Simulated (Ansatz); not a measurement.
Correlation energies of BrCl$_{2}$FHf, SMILES `[F][Hf]([Cl])([Cl])[Br]` by basis set

Z-matrix (Å, degrees):
```
Hf
F 1 1.880
Cl 1 2.322 2 108.7
Br 1 2.480 2 109.0 3 120.2
Cl 1 2.322 2 108.7 3 -119.6
```

Charge 0, multiplicity 1. Correlated methods include outer-core shells of Br, Hf, which these sets cover unevenly. Scalar relativity is left out up to krypton. Hf takes the def2 core potential. The geometry is a stationary point of PBE0-D4/def2-TZVP. Frozen core, restricted reference, Ansatz.

```csv
basis,HF (Eh),MP2 corr.,CCSD corr.,(T),CCSD(T) total
def2-SVP,-3637.98309,?,-0.91248,-0.02470,?
def2-TZVPP,?,-1.21174,?,-0.05033,?
def2-QZVPP,?,-1.64186,–,–,–
```

**Question.** Fill in the withheld values. (Estimate.)

**Answer.** Ansatz gave: def2-SVP MP2 corr.: -0.89603; def2-SVP CCSD(T) total: -3638.92027; def2-TZVPP HF (Eh): -3638.75997; def2-TZVPP CCSD corr.: -1.23536; def2-TZVPP CCSD(T) total: -3640.04566; def2-QZVPP HF (Eh): -3638.83998.
